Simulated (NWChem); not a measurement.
## A calculation on H4AlN

```xyz
6

Al     0.0000     0.0000    -0.6574
H     -1.4182     0.0000    -1.3946
H      1.4182     0.0000    -1.3946
N      0.0000     0.0000     1.1285
H     -0.8364     0.0000     1.7180
H      0.8364     0.0000     1.7180
```
Charge 0, spin multiplicity 1.

The numbers come from NWChem runs, not from measurements. Structure: optimised with PBE/def2-SVP, a minimum by its harmonic frequencies. It is one conformer; others weren't searched.

Symmetry labels belong to the abelian group C2v used in the runs, with the axes of the coordinates shown.

The structure started from a generated list of species.

Q: List the lowest 4 singlet excitations that CIS/aug-cc-pVDZ gives, with oscillator strengths.

A: 
| state | symmetry | energy (eV) | wavelength (nm) | f |
|---|---|---|---|---|
| 1 | b2 | 6.82 | 182 | 0.074 |
| 2 | a2 | 7.03 | 176 | 0.000 |
| 3 | a1 | 7.47 | 166 | 0.098 |
| 4 | a2 | 8.11 | 153 | 0.000 |
